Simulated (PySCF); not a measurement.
Cartesian coordinates in Å; atom numbers follow the order of the lines, from 1:
```xyz
16

C     2.536   -0.514   -0.160
C     1.175   -0.086   -0.666
C     0.233    0.559    0.303
Se    0.669    0.991    1.962
C    -1.158    0.785   -0.220
C    -2.075   -0.402    0.085
H     3.095    0.344    0.242
H     2.443   -1.246    0.655
H     3.123   -0.966   -0.972
H     1.282    0.628   -1.507
H     0.637   -0.942   -1.119
H    -1.117    0.945   -1.311
H    -1.576    1.692    0.240
H    -1.700   -1.332   -0.369
H    -3.086   -0.218   -0.308
H    -2.148   -0.557    1.171
```

Geometry: PBE0-D3(BJ)/def2-SVP; GIAO absolute shieldings from PySCF 2.14.0 with density-fitted response routines, gas phase, non-relativistic, averaged over equivalent atoms.

At PBE0/pcSseg-1 (176 basis functions, 37 s wall time on 1 thread of an Arm Neoverse N1, shared host):
| atoms | σ (ppm) |
| --- | --- |
| C3 | -127.8 |
| C2/C5 | 132.6 |
| C1/C6 | 165.4 |
| Se4 | -434.9 |
| H10/H11/H12/H13 | 28.02 |
| H7/H8/H9/H14/H15/H16 | 29.91 |

Task: Predict the values at CAM-B3LYP/pcSseg-1 on the same geometry.

Result: 
```
               atoms  σ at CAM-B3LYP/pcSseg-1  change
                  C3                   -145.3   -17.5
               C2/C5                    131.1    -1.5
               C1/C6                    163.9    -1.5
                 Se4                   -605.9  -171.0
     H10/H11/H12/H13                    28.18   +0.16
H7/H8/H9/H14/H15/H16                    29.97   +0.06
```

The largest change is at Se4 (selenium bonded to C). Cost: 176 basis functions, 49 s wall time on 1 thread of an Arm Neoverse N1, shared host. The order of the carbon signals is the same at both levels.

Relativistic effects, spin–orbit coupling among them, are left out; they matter for Se and for the light atoms bonded to it.
